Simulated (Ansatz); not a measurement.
Consider the formal exchange of groups at the Si–C bond: `B[SiH2]/C=C/O` + `CC(=O)OBF` → `B[SiH2]OBF` + `CC(=O)/C=C\O`.

Gas-phase electronic energies from Ansatz, PBE0-D4/def2-TZVP geometries. CCSD(T)/CBS is the MP2 limit (def2-TZVPP, def2-QZVPP) plus CCSD(T) − MP2 in def2-TZVPP, frozen cores. Double bonds are as drawn, so ΔE can hold a change between cis and trans. DFT in def2-TZVPP. One conformer a species, not always the lowest.

```csv
species,ωB97X-V energy (Eh)
`B[SiH2]/C=C/O`,-469.90301
`CC(=O)OBF`,-353.91349
`B[SiH2]OBF`,-517.35945
`CC(=O)/C=C\O`,-306.50624
```

**Question.** Work out ΔE.

**Answer.** ΔE = (-517.35945) + (-306.50624) − (-469.90301) − (-353.91349) = -0.04919 Eh = -1.34 eV. CCSD(T)/CBS gives -1.37 eV.

Largest T1 diagnostic among the species: 0.017.

In def2-TZVPP, CCSD(T) changes the Hartree–Fock value by +0.60 eV (the triples alone add +0.09 eV) and MP2 by +0.69 eV. From PBE to PBE0 (25 % exact exchange), in def2-TZVPP and without D4, ΔE moves by −0.06 eV.
